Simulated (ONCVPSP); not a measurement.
## P (Z = 15): excitation energies, all-electron against ONCV

```json
{
  "Element": "phosphorus (P)",
  "Generator": "ONCVPSP 4.0.1",
  "Type": "optimised norm-conserving Vanderbilt (ONCV)",
  "Functional": "LDA (Perdew-Wang 92)",
  "Relativity": "scalar-relativistic",
  "Frozen core": "[Ne]",
  "Valence charge": "5",
  "Reference configuration": "3s2 3p2.5 (charge +0.5)",
  "Partial waves": "3s: rc 1.30 bohr, ncon 4, nbas 8, qcut 4.8 1/bohr, 2 projectors, debl 3 Ha; 3p: rc 1.60 bohr, ncon 4, nbas 7, qcut 4.5 1/bohr, 1 projector",
  "Local potential": "polynomial inside 1.15 bohr (lpopt 3, dvloc0 6 Ha)",
  "Core correction": "none"
}
```

Energies are relative to the spin-unpolarised reference configuration 3s2 3p2.5; without spin polarisation the order of configurations can differ from experiment.

**Question.** Give the all-electron excitation energy and the error of the potential for: 3s2 3p3; 3s2 3p2; 3s2 3p1; 3s1 3p3.

**Answer.**

```json
{"valence configuration": "3s2 3p3", "charge": "0", "ΔE all-electron (eV)": "-3.818", "error AE − PS (meV)": "+0.9"}
{"valence configuration": "3s2 3p2", "charge": "+1", "ΔE all-electron (eV)": "5.997", "error AE − PS (meV)": "+1.1"}
{"valence configuration": "3s2 3p1", "charge": "+2", "ΔE all-electron (eV)": "25.241", "error AE − PS (meV)": "+22"}
{"valence configuration": "3s1 3p3", "charge": "+1", "ΔE all-electron (eV)": "15.070", "error AE − PS (meV)": "+7.1"}
```
